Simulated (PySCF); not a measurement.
Job file and geometry (Å, from GFN2-xTB) of an NMR shielding run on SMILES CC#C[C@@H]1SCCB[C@@H]1C, C₈H₁₃BS, GIAO PBE0/pcSseg-1 NMR shielding, non-relativistic, gas phase in PySCF 2.14.0, density-fitted response routines; density fitting, a coarse starting grid and PySCF grid level 2 are the driver's defaults:

```
$ OMP_NUM_THREADS=1 python probes_run.py task.json out

{"job": {"kind": "nmr", "xc": "PBE0", "basis": "pcSseg-1"}, "charge": 0, "multiplicity": 1}
C      4.240873    -0.227618    -0.089425
C      2.812961    -0.319269     0.119365
C      1.630907    -0.391714     0.308330
C      0.204405    -0.468442     0.516569
S     -0.527060    -1.640543    -0.709809
C     -2.166935    -1.740563     0.073742
C     -2.890967    -0.397024     0.061349
B     -2.062448     0.866511     0.500259
C     -0.481831     0.905412     0.430345
C     -0.107522     1.599922    -0.894374
H      4.652223     0.597440     0.492431
H      4.451827    -0.055514    -1.144692
H      4.722841    -1.154425     0.220547
H      0.011185    -0.921400     1.496556
H     -2.022401    -2.099584     1.095023
H     -2.712029    -2.499022    -0.488290
H     -3.823855    -0.500607     0.623179
H     -3.197919    -0.184888    -0.970902
H     -2.636249     1.847742     0.787126
H     -0.061799     1.515793     1.240528
H      0.969873     1.740944    -0.949647
H     -0.415248     0.985226    -1.737374
H     -0.595586     2.568607    -0.970760
```

Question: What does the program print?

Answer: 
```
coarse grid: 19464 points
cycle   1  E = -734.9059076482  dE =  1.226e+00  |g| = 4.759e-01  |ddm| = 4.775e+00
cycle   2  E = -734.9129481399  dE = -7.040e-03  |g| = 4.631e-01  |ddm| = 1.195e+00
cycle   3  E = -734.9682250525  dE = -5.528e-02  |g| = 5.728e-02  |ddm| = 5.688e-01
cycle   4  E = -734.9688569881  dE = -6.319e-04  |g| = 2.643e-02  |ddm| = 1.068e-01
cycle   5  E = -734.9689846272  dE = -1.276e-04  |g| = 1.444e-02  |ddm| = 3.938e-02
cycle   6  E = -734.9690318371  dE = -4.721e-05  |g| = 4.317e-03  |ddm| = 1.518e-02
cycle   7  E = -734.9690362879  dE = -4.451e-06  |g| = 6.991e-04  |ddm| = 4.837e-03
final grid: 182456 points
cycle   8  E = -735.0316279175  dE = -6.279e-05  |g| = 1.002e-02  |ddm| = 7.442e-02
cycle   9  E = -735.0316147849  dE =  1.313e-05  |g| = 1.239e-02  |ddm| = 2.488e-02
cycle  10  E = -735.0316534853  dE = -3.870e-05  |g| = 1.353e-03  |ddm| = 1.464e-02
cycle  11  E = -735.0316538800  dE = -3.946e-07  |g| = 5.747e-04  |ddm| = 2.077e-03
cycle  12  E = -735.0316539528  dE = -7.288e-08  |g| = 1.970e-04  |ddm| = 6.234e-04
cycle  13  E = -735.0316539618  dE = -8.995e-09  |g| = 4.285e-05  |ddm| = 2.207e-04
cycle  14  E = -735.0316539623  dE = -4.507e-10  |g| = 9.286e-06  |ddm| = 6.525e-05
converged SCF energy = -735.0316539623

GIAO shielding tensors (ppm)
atom      isotropic    diamagn.    paramagn.     s11        s22        s33       span
  0 C      182.106     254.531     -72.425    174.442    174.940    196.935     22.493
  1 C       97.260     270.601    -173.341     17.914     21.035    252.831    234.917
  2 C      102.002     254.722    -152.720      7.601     19.553    278.852    271.252
  3 C      142.195     254.125    -111.929    132.780    136.192    157.614     24.834
  4 S      486.189    1057.645    -571.456    338.327    443.744    676.496    338.170
  5 C      149.912     251.475    -101.563    136.427    142.710    170.601     34.174
  6 C      156.533     251.999     -95.465    132.888    153.422    183.289     50.401
  7 B       13.985     189.200    -175.215    -63.714    -15.881    121.550    185.265
  8 C      149.274     249.639    -100.365    131.371    150.938    165.513     34.142
  9 C      178.358     248.265     -69.907    168.710    178.894    187.470     18.760
 10 H       29.704      28.842       0.862     24.296     27.972     36.842     12.546
 11 H       29.627      30.032      -0.404     24.264     28.310     36.308     12.044
 12 H       29.644      27.407       2.237     24.147     27.863     36.923     12.776
 13 H       27.845      32.651      -4.806     24.191     26.832     32.513      8.322
 14 H       28.876      31.367      -2.491     23.365     28.301     34.961     11.596
 15 H       29.129      30.373      -1.245     22.903     27.460     37.023     14.119
 16 H       29.563      28.071       1.492     24.066     27.803     36.819     12.753
 17 H       30.496      29.423       1.073     26.537     28.871     36.081      9.544
 18 H       24.059      29.855      -5.796     19.234     25.720     27.223      7.989
 19 H       29.527      32.226      -2.699     24.484     28.154     35.942     11.458
 20 H       29.773      31.337      -1.564     24.157     29.465     35.697     11.540
 21 H       30.275      30.963      -0.688     25.043     30.958     34.823      9.780
 22 H       31.069      29.866       1.204     26.285     28.168     38.755     12.469
```

Size and cost of the density-fitted run: 242 basis functions, 46 s wall time on 1 thread of an AMD EPYC 9R45 96-Core, shared host; peak memory 1.2 GiB.
